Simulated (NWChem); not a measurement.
System: C4H5NO; SMILES Nc1ccco1

```xyz
11

N     -0.0097    -2.0280    -0.0641
C      0.1043    -0.6578    -0.0012
C      1.1716     0.2016     0.0005
C      0.5991     1.5167    -0.0085
C     -0.7488     1.3545    -0.0087
O     -1.0527     0.0233    -0.0058
H      0.8186    -2.5235     0.2403
H     -0.8514    -2.3886     0.3720
H      2.2246    -0.0678     0.0026
H      1.1343     2.4642    -0.0079
H     -1.5940     2.0357    -0.0048
```
Atoms are numbered in this order, from 1.

Results from NWChem. All runs use the structure optimised with PBE0/def2-SVP.

Task: Predict the results for B3LYP/def2-SVP. Quantities: highest occupied level (eV); orbital gap (eV); dipole (D).

Result: 
| Quantity | Value |
|---|---|
| highest occupied level (eV) | -5.12 |
| orbital gap (eV) | 6.03 |
| dipole (D) | 1.76 |
